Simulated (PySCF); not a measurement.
Bi(Me)3 (C3H9Bi), SMILES [Bi]([CH3])([CH3])[CH3].

The structure is a stationary point at r2SCAN-D4/def2-SVP. The isomer is the one that the SMILES or the coordinates give; other isomers of the formula were not compared. The def2 effective core potentials stand for the cores of Bi; spin–orbit coupling is left out.

Computed with TDA-LC-ωPBE/def2-SVPD in PySCF 2.14.0.

Vertical excitations; the highest root listed may be one member of a degenerate set.  State labels are in the subgroup Cs.

Computed excitation energies, oscillator strengths and character:
```json
[
 {"state": "S1", "symmetry": "A'", "energy (eV)": "6.08", "λ (nm)": "204", "f": "0.148", "main pairs": "HOMO→LUMO (degenerate set)"},
 {"state": "S2", "symmetry": "A\"", "energy (eV)": "6.09", "λ (nm)": "204", "f": "0.148", "main pairs": "HOMO→LUMO+1 (degenerate set)"},
 {"state": "S3", "symmetry": "A'", "energy (eV)": "6.45", "λ (nm)": "192", "f": "0.185", "main pairs": "HOMO→LUMO+2 90 %"},
 {"state": "S4", "symmetry": "A\"", "energy (eV)": "7.09", "λ (nm)": "175", "f": "0.000", "main pairs": "HOMO−1→LUMO 44 %, HOMO−2→LUMO+1 44 %"},
 {"state": "S5", "symmetry": "A\"", "energy (eV)": "7.37", "λ (nm)": "168", "f": "0.109", "main pairs": "HOMO−2→LUMO+1, HOMO−1→LUMO, HOMO−1→LUMO+2 (degenerate set)"},
 {"state": "S6", "symmetry": "A'", "energy (eV)": "7.37", "λ (nm)": "168", "f": "0.109", "main pairs": "HOMO−2→LUMO, HOMO−1→LUMO+1, HOMO−2→LUMO+2 (degenerate set)"},
 {"state": "S7", "symmetry": "A'", "energy (eV)": "7.58", "λ (nm)": "163", "f": "0.138", "main pairs": "HOMO→LUMO+3 90 %"},
 {"state": "S8", "symmetry": "A'", "energy (eV)": "7.84", "λ (nm)": "158", "f": "0.372", "main pairs": "HOMO−1→LUMO+1 44 %, HOMO−2→LUMO 44 %"},
 {"state": "S9", "symmetry": "A\"", "energy (eV)": "8.24", "λ (nm)": "150", "f": "0.596", "main pairs": "HOMO−1→LUMO+2 (degenerate set)"},
 {"state": "S10", "symmetry": "A'", "energy (eV)": "8.24", "λ (nm)": "150", "f": "0.596", "main pairs": "HOMO−2→LUMO+2 (degenerate set)"},
 {"state": "T1", "symmetry": "A'", "energy (eV)": "4.89", "λ (nm)": "254", "f": "0", "main pairs": "HOMO→LUMO (degenerate set)"},
 {"state": "T2", "symmetry": "A\"", "energy (eV)": "4.89", "λ (nm)": "254", "f": "0", "main pairs": "HOMO→LUMO+1 (degenerate set)"},
 {"state": "T3", "symmetry": "A'", "energy (eV)": "5.52", "λ (nm)": "224", "f": "0", "main pairs": "HOMO→LUMO+2 37 %, HOMO−2→LUMO 16 %, HOMO−1→LUMO+1 16 %, HOMO→LUMO+3 10 %"},
 {"state": "T4", "symmetry": "A'", "energy (eV)": "6.30", "λ (nm)": "197", "f": "0", "main pairs": "HOMO→LUMO+2 47 %, HOMO−2→LUMO 23 %, HOMO−1→LUMO+1 23 %"}
]
```
Triplets are in the Tamm–Dancoff approximation.
